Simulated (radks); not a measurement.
Values are calculated unless marked as measured or tabulated.
Task: Coherent X-ray form factor from a spherical all-electron density. Level of theory: scalar-relativistic Kohn-Sham, PBE, spin-polarised, spherical densities, finite nucleus; Fermi nuclear charge, rms radius of each element as measured or else 0.836 A^(1/3) + 0.57 fm (a radial shooting solver on a logarithmic mesh with Libxc functionals).

sin(theta)/lambda (1/angstrom),f0 (electrons)
0.05,62.297
0.1,60.324
0.15,57.430
0.2,54.039
0.25,50.521
0.3,47.128
0.4,41.149
0.5,36.272
0.6,32.223
0.8,25.839
1,21.330
1.25,17.741
1.5,15.424
2,11.840

The species is in the configuration that NIST lists as its ground one. Which atom or ion scatters so?

Result: The terbium ion Tb2+, [Xe] 4f9. Extrapolating in s^2 from the first two rows gives f0(0) = 63.0, near the electron count 63; among species with that count, the fall with angle is slower the higher Z, and the table is that of Z = 65; from so few rows the species is fixed only to a neighbour or two.
